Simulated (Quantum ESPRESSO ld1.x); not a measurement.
Task: Species: Er LXIV. Configuration: [He] 2s2 2p1 (the NIST ground configuration). Method: scalar-relativistic Kohn-Sham, revPBE, spin-unpolarised, spherical densities, point nucleus; computed with ld1.x of Quantum ESPRESSO 7.5. Some entries of the table are withheld. Estimate them.

orbital  occ.  eigenvalue (eV)  r(max) (bohr)  <r> (bohr)
1s          2              (1)            (2)     0.02030
2s          2              (3)            (4)         (5)
2p          1              (6)          0.057     0.07276

Result: 
(1) 1s eigenvalue (eV): -64343.3
(2) 1s r(max) (bohr): 0.013
(3) 2s eigenvalue (eV): -15604.0
(4) 2s r(max) (bohr): 0.071
(5) 2s <r> (bohr): 0.08294
(6) 2p eigenvalue (eV): -14643.2
